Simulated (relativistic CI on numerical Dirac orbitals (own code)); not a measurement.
## Sensitivity of the levels of Os⁵⁰⁺ to α and to the nuclear radius

These numbers are calculated, not measured: Dirac-Coulomb-Breit CI, KLI orbitals optimised for each configuration, derivatives by finite differences, unscaled Slater integrals, QED left out (own radial code, finite nucleus).

CI space (outside the closed core [Ne]): 3s²3p⁶3d⁸, 3s²3p⁵3d⁹, 3s²3p⁴3d¹⁰, 3s3p⁶3d⁹, 3p⁶3d¹⁰, 3s3p⁵3d¹⁰, 3s²3p⁶3d⁷4s, 3s²3p⁶3d⁷4p. Levels of other configurations are missing.

With x = (α/α₀)² − 1 an excitation energy changes as ω = ω₀ + qx; K = 2q/ω₀ is the relative enhancement. Terms are leading LS components, so labels can repeat. The field-shift factor is F = δν/δ⟨r²⟩ for the transition from the lowest level.

Lowest level 3s²3p⁶3d⁸ ³F4.

```csv
Level,ω₀ (cm⁻¹),q (cm⁻¹),F (GHz/fm²)
3s²3p⁶3d⁸ ¹D2,75562,3415,0.000439
3s²3p⁶3d⁸ ³P0,240985,24180,1.67
3s²3p⁶3d⁸ ³F3,598397,628000,17.7
3s²3p⁶3d⁸ ³P2,678150,632600,18
3s²3p⁶3d⁸ ³P1,723035,638800,18.5
3s²3p⁶3d⁸ ¹G4,723734,617500,18.3
3s²3p⁶3d⁸ ³F2,1256182,1.257e+06,35.3
3s²3p⁶3d⁸ ¹S0,1461464,1.261e+06,36.4
3s²3p⁵3d⁹ ³F°4,3640736,774500,47.6
3s²3p⁵3d⁹ ¹D°2,3725201,787600,47.1
3s²3p⁵3d⁹ ³D°3,3860386,803100,49.4
3s²3p⁵3d⁹ ¹P°1,3951608,804100,40.2
3s²3p⁵3d⁹ ³D°2,4372998,1.406e+06,65.5
3s²3p⁵3d⁹ ³P°0,4434485,1.419e+06,64.6
3s²3p⁵3d⁹ ³D°1,4450911,1.409e+06,64.4
3s²3p⁵3d⁹ ³F°3,4451523,1.409e+06,62
3s²3p⁵3d⁹ ³P°2,6666166,4.352e+06,-505
3s²3p⁵3d⁹ ¹F°3,6729041,4.331e+06,-499
3s²3p⁵3d⁹ ³F°2,7137191,4.957e+06,-482
3s²3p⁵3d⁹ ³D°1,7408279,4.999e+06,-496
3s²3p⁴3d¹⁰ ³P2,7547449,1.61e+06,-27.1
3s²3p⁴3d¹⁰ ¹S0,7736268,1.58e+06,80.9
3s3p⁶3d⁹ ³D3,8647944,4.747e+06,-8510
```

At this charge energies of transitions that change n are usually good to better than 1 %, and those within a shell (Δn = 0) to a few per cent.

Task: Which transition from the lowest level has the largest |K|?

Result: 3s²3p⁶3d⁸ ³F3 at 598397 cm⁻¹, K = 2.1.
